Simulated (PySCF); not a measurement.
# Bond lengths and vibrations by method: BF2H2Si

These are calculations, not measurements. The program is PySCF 2.14.0, an open-source quantum chemistry code, run on an isolated molecule that a program drew, which may never have been made. The molecule is BF2H2Si (charge 0, doublet), drawn as the SMILES string `FB(F)[SiH2]`.

The geometry was optimised and harmonic frequencies were computed with HF and MP2, all in the cc-pV(D+d)Z basis, for the commonest isotopes, with a restricted reference for singlets and an unrestricted one otherwise, and a frozen core in MP2. Each result is a local minimum of its method.

Geometry at the HF minimum:
```xyz
6
BF2H2Si, angstrom
F    -2.4239   -0.0771    2.7073
B    -1.3131   -0.5954    2.2111
F    -0.3571   -0.8724    3.0818
Si   -1.1278   -1.0351    0.2541
H    -1.9927   -0.2424   -0.6434
H     0.2640   -1.1091   -0.2348
```

Lengths of the bonds as drawn, in Å (atoms numbered as above):
```
bond,HF,MP2
F1-B2,1.322,1.340
B2-F3,1.322,1.340
B2-Si4,2.014,2.002
Si4-H5,1.477,1.478
Si4-H6,1.477,1.478
```

Rotational constants, in GHz:
```
constant     HF    MP2
       A  9.819  9.524
       B  3.859  3.883
       C  2.786   2.77
```

Harmonic frequencies in cm^-1, each column in rising order, so a row needn't be the same motion in every method:
```
rank    HF   MP2
   1   172   189
   2   212   202
   3   385     ?
   4   448   406
   5   610   535
   6   622   586
   7   647   625
   8   995   949
   9  1274  1222
  10  1401  1358
  11  2329  2302
  12  2342  2326
```

**Estimate the missing MP2 frequency from the HF column.**

A single factor s that minimises the squared misfit of MP2 against s times HF over the other rows is sum(HF x MP2) / sum(HF^2) = 0.9780, with an rms misfit of 29 cm^-1. For rank 3 it gives 0.9780 x 385 = 377 cm^-1. The calculation gives 345 cm^-1, 32 cm^-1 below the estimate. The drawn bonds are on average 0.5 % longer in MP2 than in HF.
